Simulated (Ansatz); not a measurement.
`BCB[SiH2]F` + H–F → `BCBF` + `F[SiH3]` at 700 K and 1 bar (cleavage of the B–Si bond).

Calculated with Ansatz (gas phase, PBE0-D4/def2-TZVP geometries, no zero-point term in ΔE). CCSD(T)/CBS is the MP2 limit (def2-TZVPP, def2-QZVPP) plus CCSD(T) − MP2 in def2-TZVPP, frozen cores. This one scheme is used for every species. Each species was taken in one conformer, which may not be the lowest.

```
     species  CCSD(T)/CBS energy (Eh)  H − E (kJ/mol)  S (J/(mol·K))
`BCB[SiH2]F`               -480.74436           297.3          501.7
         H–F               -100.39570            45.2          198.5
      `BCBF`               -190.47993           227.2          398.6
   `F[SiH3]`               -390.72345           108.4          291.4
```

H − E and S are ideal-gas, rigid-rotor, harmonic terms from PBE0-D4/def2-TZVP, for one conformer and one mirror image of each species. 1 Eh = 2625.50 kJ/mol, R = 8.31446 J/(mol·K).

By hand: ΔE, ΔH, ΔS and ΔG.

ΔE = (-190.47993) + (-390.72345) − (-480.74436) − (-100.39570) = -0.06332 Eh = -166.2 kJ/mol. Δ(H − E) = 227.2 + 108.4 − 297.3 − 45.2 = -6.9, so ΔH = -173.1 kJ/mol. ΔS = 398.6 + 291.4 − 501.7 − 198.5 = -10.2 J/(mol·K). ΔG = -173.1 − 700 × (-10.2)/1000 = -166.0 kJ/mol.

By hand: the equilibrium constant, and the temperature at which ΔG would vanish if ΔH and ΔS stayed fixed.

log₁₀ K = −ΔG/(RT ln 10) = 12.4. ΔG = 0 at ΔH/ΔS = 16971 K, far beyond where these terms or the molecules hold.

The number of gas molecules stays the same, so ΔS is small and ΔH decides. A doubt of 5 kJ/mol in ΔE shifts log₁₀ K by 0.4 here. Other conformers and mirror images would add mixing entropy, several J/(mol·K) or more a flexible species. Modes under 60 cm⁻¹, often nearly free rotors, make the harmonic entropy too high. These are equilibria of isolated gas molecules and say nothing of rates. Largest T1 diagnostic: 0.013 (customary marks: 0.02 for closed shells, 0.045 for open ones).
